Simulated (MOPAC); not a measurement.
The same groups moved round the core (azulene hydroxy+boryl). Isolated molecules, 0 K electronic values unless said otherwise. One relaxed conformer stands for each flexible species; it need not be the lowest. Strings in code marks are SMILES.

Quantity: electronic energy of isomers of C10H9BO relative to `Bc1c(O)cc2cccccc1-2`, in eV. Semi-empirical values (MOPAC) are differences of heats of formation.

Case: `Bc1ccc2ccc(O)ccc1-2`. Geometry of `c1cc(c2ccc(ccc-21)O)B` (neutral, multiplicity 1, Å):

```xyz
21

B     -3.2396    -0.6279     0.3070
C     -2.0576     0.3078     0.1592
C     -2.1158     1.7266     0.0914
C     -0.8414     2.2706    -0.0447
C      0.0922     1.2117    -0.0697
C      1.4807     1.3534    -0.1950
C      2.4699     0.3888    -0.2297
C      2.3398    -1.0119    -0.1471
O      3.5151    -1.6604    -0.2140
C      1.1646    -1.7615    -0.0086
C     -0.1542    -1.3248     0.0815
C     -0.6681    -0.0328     0.0588
H     -3.1001    -1.8325     0.3561
H     -4.3623    -0.1780     0.3795
H     -3.0436     2.2994     0.1407
H     -0.5871     3.3281    -0.1206
H      1.8355     2.3862    -0.2779
H      3.5029     0.7291    -0.3349
H      3.3663    -2.6109    -0.1529
H      1.3081    -2.8476     0.0347
H     -0.9052    -2.1135     0.1862
```

Problem. Give the electronic energy of isomers of C10H9BO relative to `Bc1c(O)cc2cccccc1-2` at the level AM1 // PBE0-D3(BJ)/def2-SVP (MOPAC).

Solution. 0.047 eV.
